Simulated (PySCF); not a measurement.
C₃H₄N₂, SMILES c1c[nH]cn1 (connectivity only; charge and spin as stated), charge +1, multiplicity 2.

The structure is a stationary point at PBE0-D3(BJ)/def2-SVP. The multiplicity is an assumed one; other spin states were not compared.

Calculation: TDA-M06-2X/def2-SVPD in PySCF.

Vertical excitations. 

```
state    energy (eV)  λ (nm)      f                                                                                             main pairs
-------  -----------  ------  -----  -----------------------------------------------------------------------------------------------------
root 1          1.95     637  0.000                                                                                       β HOMO→LUMO 98 %
root 2          2.62     474  0.003                                                                                     β HOMO−1→LUMO 97 %
root 3          5.35     232  0.001                                                                                     β HOMO−2→LUMO 95 %
root 4          5.41     229  0.011                                                                   α HOMO→LUMO 46 %, β HOMO−3→LUMO 40 %
root 5          5.88     211  0.001                                            α HOMO−1→LUMO+1 42 %, α HOMO−1→LUMO 42 %, β HOMO→LUMO+3 7 %
root 6          6.15     202  0.000                                                                                     β HOMO−4→LUMO 89 %
root 7          6.41     193  0.083                         α HOMO→LUMO 39 %, α HOMO−2→LUMO 31 %, β HOMO−3→LUMO 13 %, β HOMO−1→LUMO+1 11 %
root 8          6.56     189  0.000                         α HOMO−1→LUMO 53 %, α HOMO−1→LUMO+1 29 %, β HOMO→LUMO+3 8 %, β HOMO−5→LUMO 6 %
root 9          6.61     188  0.001                                                                                     β HOMO−5→LUMO 87 %
root 10         6.98     178  0.022  α HOMO→LUMO+1 32 %, α HOMO−2→LUMO 27 %, α HOMO−2→LUMO+1 11 %, β HOMO−3→LUMO 12 %, β HOMO−1→LUMO+1 5 %
```
Unrestricted roots are not spin-pure.
